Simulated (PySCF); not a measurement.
**Frontier levels across methods**

Species: C2H7AlFN.
Numbering: `[CH3:1][N:2]([CH3:3])[AlH:4][F:5]` (hydrogens: H6, H7, H8 on C1; H9, H10, H11 on C3; H12 on Al4)

Structure used (PBE0-D3(BJ)/def2-SVP), in Å, numbered top down from 1:
```xyz
12
C2H7AlFN angstrom
C     -0.8820   -1.1048   -0.0488
N      0.0624   -0.0173    0.0016
C     -0.5532    1.2865   -0.0494
Al     1.8115   -0.2747    0.1222
F      2.7760    1.0849    0.1620
H     -1.4811   -1.0898   -0.9808
H     -0.3663   -2.0778   -0.0049
H     -1.5983   -1.0718    0.7959
H     -1.1409    1.4281   -0.9777
H     -1.2463    1.4484    0.7998
H      0.2100    2.0785   -0.0128
H      2.4455   -1.7130    0.1867
```

Basis pcSseg-2 throughout (PySCF), one geometry. Geometry: PBE0-D3(BJ)/def2-SVP; no solvent, vibrations or thermal averaging.

Problem. How do the orbital energies, the gap and the dipole change with the method?

Solution. 
```json
{"method": "BLYP", "kind": "GGA", "HOMO (eV)": "-5.28", "LUMO (eV)": "-1.07", "gap (eV)": "4.21", "μ (D)": "1.99", "SCF cycles": "16"}
{"method": "OPBE", "kind": "GGA", "HOMO (eV)": "-5.30", "LUMO (eV)": "-0.91", "gap (eV)": "4.39", "μ (D)": "1.89", "SCF cycles": "15"}
{"method": "B97-D", "kind": "GGA", "HOMO (eV)": "-5.37", "LUMO (eV)": "-1.05", "gap (eV)": "4.33", "μ (D)": "1.95", "SCF cycles": "16"}
{"method": "PBE", "kind": "GGA", "HOMO (eV)": "-5.39", "LUMO (eV)": "-1.15", "gap (eV)": "4.24", "μ (D)": "1.99", "SCF cycles": "15"}
{"method": "KT3", "kind": "GGA", "HOMO (eV)": "-5.46", "LUMO (eV)": "-1.13", "gap (eV)": "4.33", "μ (D)": "1.91", "SCF cycles": "16"}
{"method": "KT2", "kind": "GGA", "HOMO (eV)": "-5.48", "LUMO (eV)": "-1.20", "gap (eV)": "4.28", "μ (D)": "2.00", "SCF cycles": "16"}
{"method": "BP86", "kind": "GGA", "HOMO (eV)": "-5.49", "LUMO (eV)": "-1.16", "gap (eV)": "4.33", "μ (D)": "2.00", "SCF cycles": "16"}
{"method": "LDA", "kind": "LDA", "HOMO (eV)": "-5.51", "LUMO (eV)": "-1.34", "gap (eV)": "4.17", "μ (D)": "2.11", "SCF cycles": "15"}
{"method": "B97-2", "kind": "global hybrid", "HOMO (eV)": "-6.37", "LUMO (eV)": "-0.41", "gap (eV)": "5.96", "μ (D)": "1.96", "SCF cycles": "14"}
{"method": "B3LYP", "kind": "global hybrid", "HOMO (eV)": "-6.42", "LUMO (eV)": "-0.66", "gap (eV)": "5.77", "μ (D)": "2.00", "SCF cycles": "14"}
{"method": "PBE0", "kind": "global hybrid", "HOMO (eV)": "-6.62", "LUMO (eV)": "-0.43", "gap (eV)": "6.19", "μ (D)": "1.99", "SCF cycles": "13"}
{"method": "mPW1PW91", "kind": "global hybrid", "HOMO (eV)": "-6.65", "LUMO (eV)": "-0.45", "gap (eV)": "6.20", "μ (D)": "1.99", "SCF cycles": "13"}
{"method": "BHandHLYP", "kind": "global hybrid", "HOMO (eV)": "-7.82", "LUMO (eV)": "0.20", "gap (eV)": "8.02", "μ (D)": "1.99", "SCF cycles": "12"}
{"method": "CAM-B3LYP", "kind": "range-separated hybrid", "HOMO (eV)": "-7.99", "LUMO (eV)": "0.37", "gap (eV)": "8.35", "μ (D)": "2.00", "SCF cycles": "13"}
{"method": "wB97X-D", "kind": "range-separated hybrid", "HOMO (eV)": "-8.46", "LUMO (eV)": "1.15", "gap (eV)": "9.61", "μ (D)": "1.98", "SCF cycles": "14"}
{"method": "LC-wPBE", "kind": "range-separated hybrid", "HOMO (eV)": "-9.31", "LUMO (eV)": "1.39", "gap (eV)": "10.70", "μ (D)": "1.96", "SCF cycles": "13"}
{"method": "HF", "kind": "Hartree–Fock", "HOMO (eV)": "-9.72", "LUMO (eV)": "1.76", "gap (eV)": "11.48", "μ (D)": "1.95", "SCF cycles": "11"}
```

The HOMO spans 4.44 eV, from BLYP down to HF, and the gap runs from 4.17 eV (LDA) to 11.48 eV (HF). Over the methods BLYP (0 %), OPBE (0 %), B97-D (0 %), PBE (0 %), KT3 (0 %), KT2 (0 %), BP86 (0 %), LDA (0 %), B97-2 (21 %), B3LYP (20 %), PBE0 (25 %), mPW1PW91 (25 %), BHandHLYP (50 %), HF (100 %), a straight line through the gap against the share of exact exchange rises by 0.73 eV for each 10 % (correlation coefficient 0.999). The dipole ranges from 1.89 D (OPBE) to 2.11 D (LDA). This basis has no diffuse functions.
